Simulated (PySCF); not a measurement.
A structure optimised at r2SCAN-D4/def2-TZVP, used in a PySCF frequency run:

```
Si
H 1 1.4810
H 1 1.4840 2 109.88
H 1 1.4840 2 109.88 3 119.52
S 1 2.1397 2 104.91 4 120.24
H 5 1.3447 1 94.57 2 -180.00
```

Q: Write its SMILES, formula and point group.

A: [SiH3]S, H4SSi, Cs

Q: What are its rotational constants (standard atomic weights)?

A: 66.045, 6.2702, 6.1339 GHz
